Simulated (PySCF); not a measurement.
# Ga²⁺: interval between two levels

Ga²⁺ [Ar] 3d10 4s1 [2S1/2, M_J = 1/2] → Ga²⁺ [Ar] 3d9 4s1 4p1 [4F9/2, M_J = 9/2], as a difference of total energies. Computed with PySCF 2.14 in x2c-TZVPall-2c with one added diffuse shell each of s, p, d type (7s8p5d1f, 63 functions), with the two-component X2C-1e Hamiltonian. Correlated levels: [Ne] frozen. "Screened" scales the spin-orbit matrix elements by Boettger's factors to mimic the two-electron term; Breit and QED terms are absent.

| method | interval between two levels (cm⁻¹) |
| --- | --- |
| GHF (spin-free) | 173980 |
| GMP2 (spin-free) | 189660 |
| GHF (screened spin-orbit) | 173180 |
| GMP2 (screened spin-orbit) | 188890 |

The labels give the starting determinants; with spin-orbit coupling the two ends relaxed to ⟨J²⟩ = 0.75, ⟨L²⟩ = 0.00, ⟨S²⟩ = 0.75 and ⟨J²⟩ = 24.76, ⟨L²⟩ = 12.01, ⟨S²⟩ = 3.75.
